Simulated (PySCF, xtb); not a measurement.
C₃H₄ClFSi, SMILES C1(=C([SiH2]C1)F)Cl.

xtb with GFN2-xTB at its own geometry gives an orbital gap of 4.07 eV and a dipole moment of 3.38 D.

Coordinates come from a ωB97X-D3(BJ)/def2-SVP optimisation. The structure was generated by enumeration, and PubChem lists no compound with its InChIKey, so it may never have been made.

**Question.** What does ωB97X/def2-TZVP in PySCF give? (Estimate from the structure and the level; the computed values follow.)

**Answer.** gap 11.44 eV (levels -9.57 and 1.86 eV), dipole 2.32 D.
